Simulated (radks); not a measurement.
Q: In3+, configuration [Kr] 4d10. All-electron calculation, scalar-relativistic Kohn-Sham, PBE, spin-unpolarised, spherical densities, point nucleus. Program: a radial shooting solver on a logarithmic mesh with Libxc functionals. Some entries of the table are withheld. Estimate them.

orbital  occ.  eigenvalue (hartree)  r(max) (bohr)
1s          2                   (1)        0.01922
2s          2             -153.8063         0.1086
2p          6             -138.1590        0.08692
3s          2             -30.06919            (2)
3p          6             -24.94512         0.3088
3d         10             -16.99107         0.2583
4s          2                   (3)         0.7699
4p          6              -3.95967            (4)
4d         10                   (5)         0.9295

A: 
(1) 1s eigenvalue (hartree): -1021.057
(2) 3s r(max) (bohr): 0.3155
(3) 4s eigenvalue (hartree): -5.48629
(4) 4p r(max) (bohr): 0.8162
(5) 4d eigenvalue (hartree): -1.75983
